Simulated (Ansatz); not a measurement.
Relaxation of SnGe₂ with RKS r2SCAN-D4/def2-TZVP.

```sh
$ ansatz run in.yaml --threads 4 --pin off --events-out ev --progress --plain --max-ram 3916MiB
```

```yaml
crystal:
  periodic: [false, false, false]
  atoms:
    - {symbol: Ge, position_ang: [0.674130, 0.828380, 0.866060]}
    - {symbol: Ge, position_ang: [0.317240, 0.346910, -1.292130]}
    - {symbol: Sn, position_ang: [-0.991360, -1.175290, 0.426070]}
basis:
  gaussian: {orbitals: def2-TZVP}
hamiltonian: {xc: r2scan, dispersion: d4}
scf: {lower_state_search: "off"}
output: {orbitals: {seedname: orbitals}}
relax: {f_tol: 0.02, max_steps: 100}
```

It took 25 s on 4 threads of Arm Neoverse V1 on a shared host.

Positions (Å) and forces (eV/Å) at steps 1, 2, 4, 5, 6, 7, 8, 9, 10, 12 of 12:

```xyz
3
step=1 energy=-118869.0774 eV
Ge    0.674    0.828    0.866    0.289    0.369    0.886
Ge    0.317    0.347   -1.292   -0.023   -0.053   -1.000
Sn   -0.991   -1.175    0.426   -0.266   -0.316    0.114
3
step=2 energy=-118869.1119 eV
Ge    0.691    0.849    0.887   -0.044   -0.051    0.096
Ge    0.325    0.356   -1.324   -0.072   -0.088   -0.042
Sn   -1.016   -1.205    0.437    0.117    0.138   -0.054
3
step=4 energy=-118869.1143 eV
Ge    0.688    0.846    0.893    0.045    0.054    0.010
Ge    0.319    0.348   -1.323   -0.034   -0.039    0.048
Sn   -1.007   -1.194    0.431   -0.011   -0.015   -0.058
3
step=5 energy=-118869.1182 eV
Ge    0.693    0.852    0.894    0.186    0.224    0.042
Ge    0.315    0.344   -1.318   -0.136   -0.158    0.192
Sn   -1.008   -1.195    0.424   -0.050   -0.066   -0.234
3
step=6 energy=-118869.1687 eV
Ge    0.713    0.875    0.901    0.501    0.602    0.095
Ge    0.299    0.325   -1.298   -0.346   -0.401    0.516
Sn   -1.011   -1.200    0.397   -0.155   -0.201   -0.610
3
step=7 energy=-118869.3534 eV
Ge    0.772    0.947    0.916    0.399    0.474   -0.128
Ge    0.260    0.279   -1.243   -0.164   -0.182    0.561
Sn   -1.032   -1.226    0.326   -0.235   -0.292   -0.433
3
step=8 energy=-118869.4511 eV
Ge    0.897    1.097    0.919   -0.154   -0.197   -0.494
Ge    0.204    0.216   -1.122    0.610    0.731    0.052
Sn   -1.101   -1.312    0.204   -0.456   -0.534    0.442
3
step=9 energy=-118869.4791 eV
Ge    0.874    1.069    0.908   -0.003   -0.009   -0.206
Ge    0.222    0.236   -1.141    0.208    0.252    0.090
Sn   -1.096   -1.305    0.233   -0.205   -0.243    0.117
3
step=10 energy=-118869.4772 eV rejected
Ge    0.936    1.142    0.891   -0.114   -0.138   -0.073
Ge    0.214    0.229   -1.081    0.094    0.111   -0.033
Sn   -1.150   -1.371    0.191    0.020    0.027    0.107
3
step=12 energy=-118869.4877 eV
Ge    0.895    1.093    0.895   -0.001   -0.002   -0.002
Ge    0.225    0.241   -1.120    0.000    0.000    0.003
Sn   -1.120   -1.335    0.225    0.002    0.002   -0.001
```

In the def2 sets Sn takes a core potential; there is no spin–orbit coupling. The structure comes from a short search, and lower isomers may exist.
